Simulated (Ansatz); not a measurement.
Species: H3InN, SMILES `[NH2][InH]` (H–N–In–H torsion 7°) (charge 0, multiplicity 2).

Question: Give a relaxed geometry from Ansatz (a quantum-chemistry and plane-wave program) with CAM-B3LYP-D3(BJ)/def2-TZVP.

Answer: Several could match; the one computed here: the end point of this relaxation, one of several conformers (outside a Z-matrix the atoms follow the SMILES, hydrogens last).
Bonded distances (Å): N1–In2 2.023, N1–H3 1.008, N1–H4 1.006, In2–H5 1.755. Bond angles (°): In2–N1–H3 123.7, In2–N1–H4 124.4, H3–N1–H4 111.3, N1–In2–H5 116.3.
